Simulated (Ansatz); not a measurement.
Consider the atomization: `CS[SiH](C)Cl` → 2 C• + Cl• + 7 H• + S• + Si•.

Gas-phase electronic energies from Ansatz, PBE0-D4/def2-TZVP geometries. CCSD(T)/CBS is the MP2 limit (def2-TZVPP, def2-QZVPP) plus CCSD(T) − MP2 in def2-TZVPP, frozen cores. This one scheme is used for every species, atoms too. For atomizations the MP2-based limit and the directly extrapolated one differ by several kJ/mol either way, and by 10 to 25 for some Ge, Se and Sn compounds, so smaller differences from it don't rank the levels. DFT in def2-TZVPP. B3LYP here is the variant with VWN-RPA as its local correlation; programs differ in this. No spin–orbit coupling; open shells (•) take unrestricted orbitals. Spin–orbit coupling would lower the free atoms: a little for C, Cl, S, Si. One conformer a species, not always the lowest.

```tsv
level	ΔE (eV)	difference from CCSD(T)/CBS
PBE-D4	44.86	0.47
B97M-V	44.69	0.30
B3LYP-D4	44.21	-0.18
r2SCANh-D4	44.38	-0.01
CAM-B3LYP-D4	44.31	-0.08
r2SCAN	44.47	0.08
PBE0	44.20	-0.19
CAM-B3LYP	44.02	-0.37
MP2/def2-SVP	41.85	-2.54
HF/def2-TZVPP	33.37	-11.02
CCSD(T)/CBS	44.39	0
```

Largest T1 diagnostic among the species: 0.012.

Leaving LDA and LC-ωPBE aside and taking each functional with its dispersion term where it has one, the values, not all of them listed here, spread over 1.45 eV, from BHLYP-D4 to PBE-D4. LDA lies +5.43 eV from PBE without D4, its usual overbinding. From r2SCAN to r2SCAN0 (25 % exact exchange), in def2-TZVPP and without D4, ΔE moves by −0.42 eV: exact exchange takes away binding that semilocal exchange gives to molecules.
